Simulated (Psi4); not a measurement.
C₆H₆, charge +1, doublet, geometry from GFN2-xTB (a state made from the parent by changing its charge; the spin is typed, not shown lowest). Base run: BLYP/STO-3G (Psi4).

The Psi4 input:
```
memory 2 GB

molecule mol {
1 2
  C    -0.016885    1.369474    0.009616
  C     1.193800    0.671316    0.003901
  C     1.234065   -0.712303    0.094094
  C     0.016885   -1.369474   -0.009616
  C    -1.193800   -0.671316   -0.003901
  C    -1.234065    0.712303   -0.094094
  H    -0.019544    2.441901    0.180806
  H     2.124303    1.207789   -0.156633
  H     2.168263   -1.251091    0.100122
  H     0.019544   -2.441901   -0.180806
  H    -2.124303   -1.207789    0.156633
  H    -2.168263    1.251091   -0.100122
}

set basis sto-3g
set reference uks

energy('blyp')
print_variables()
```

The base run was repeated with changes; each row names its change, and settings that it needs were set with it.

```
change                          ΔE vs base (mEh)  SCF cycles  grid points  basis functions
------------------------------  ----------------  ----------  -----------  ---------------
base                                       0.000          10       252050               36
dft_spherical_points = 434                 0.008          10       361930               36
diis_max_vecs = 15                         0.000          10       252050               36
scf_type = out_of_core                     1.828          10       252050               36
scf_initial_accelerator = none             0.000          10       252050               36
dft_pruning_scheme = robust                0.000          10       171278               36
scf_type = dfdirj+cosx                     0.000          11       252050               36
guess = modhuckel                          0.000          12       252050               36
diis_max_vecs = 3                          0.000          12       252050               36
dft_spherical_points = 590                 0.009          10       491680               36
dft_spherical_points = 974                 0.009          10       811104               36
e_convergence = 1e-4                       0.000          10       252050               36
scf_type = mem_df                          0.000          10       252050               36
```

Open shells are given as the SCF converged; they aren't shown to be the lowest states, and a large step between rows can be another state.
